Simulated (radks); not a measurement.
Spherical quantum dot in the effective-mass picture: electrons in a parabolic well V = omega^2 r^2 / 2 with omega = 0.244, with a point charge +2 (a donor) at the centre, all in effective atomic units (hartree* = m*/eps^2 hartree, bohr* = eps/m* bohr), one dielectric constant everywhere. Method: non-relativistic Kohn-Sham, LDA (Slater exchange, Perdew-Wang correlation), spin-polarised, spherical densities; computed with a radial shooting solver with Libxc functionals. Levels are named by radial order and angular momentum (1s, 1p, 1d, 2s, ...), and open shells are averaged over m. Results are scaled to m* = 0.441 and eps = 6.6, for which hartree* = 275.5 meV and bohr* = 0.792 nm.

N = 25, configuration 1s2 1p6 1d10 2s2 1f(up 5, down 0). This is the lowest configuration that the search found. Occupied and some empty levels:

level    occupation  eigenvalue (meV)  <r> (nm)
1s down           1            1090.4    0.7723
1s up             1            1090.8    0.7720
2s up             1            1237.0     3.946
2s down           1            1241.4     3.856
1p up             3            1246.8     4.017
1p down           3            1251.1     3.914
1d up             5            1271.2     4.595
1d down           5            1276.7     4.558
1f up             5            1298.0     4.955
1f down           0            1304.0     4.948
2p up             0            1305.4     3.926
2p down           0            1308.2     3.973
1g up             0            1328.2     5.240
1g down           0            1334.2     5.250
2d up             0            1345.9     4.484
2d down           0            1349.1     4.488

Energy (meV): total 17096.5, kinetic 1877.2, external 2034.2, Hartree 14766, exchange-correlation -1581.3.

Electron density:

r (nm)  n(r) (e/nm^3)
0.399           1.083
0.842          0.1689
1.29          0.04006
1.73          0.02284
2.17          0.02416
2.62          0.02836
3.06          0.03213
3.50          0.03437
3.95          0.03431
4.39          0.03139
4.84          0.02574
5.28          0.01845
5.72          0.01132
6.17         0.005829
6.61         0.002492
7.05        0.0008811
7.50        0.0002572
7.94       0.00006161
8.39       0.00001230
8.83        2.037e-06
